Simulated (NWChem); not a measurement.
# C₃H₄F₂; SMILES C=CC(F)F

```xyz
9

C     -0.0326     1.8993     0.2320
C      0.6429     0.8297    -0.1794
C      0.0192    -0.5125    -0.3894
F      0.7041    -1.4521     0.3072
F     -1.2631    -0.5320     0.0317
H     -1.1027     1.8394     0.4469
H      0.4619     2.8639     0.3690
H      1.7145     0.8757    -0.3998
H      0.0307    -0.8163    -1.4534
```
Atoms are numbered in this order, from 1.

Computed with NWChem. Geometry optimised at PBE0/def2-SVP; all other runs use it. 

```tsv
quantity	level	value
solvation free energy (kcal/mol) in n-hexane	PBE0/def2-SVP, SMD	-2.3
anisotropy (bohr³), static	PBE/def2-SVPD	(withheld)
vertical, lowest state with f > 0.02, singlet (eV)	PBE/def2-SVPD, TDA	(withheld)
vertical ionisation energy, ΔSCF (eV)	PBE/def2-SVP	10.60
dipole (D)	PBE0/def2-SVP	(withheld)
highest harmonic frequency (cm⁻¹)	PBE0/def2-SVP	3284
```

Problem. What belongs in the gaps?

Solution. 
- anisotropy (bohr³), static, value: 16.9
- vertical, lowest state with f > 0.02, singlet (eV), value: 7.41
- dipole (D), value: 1.99
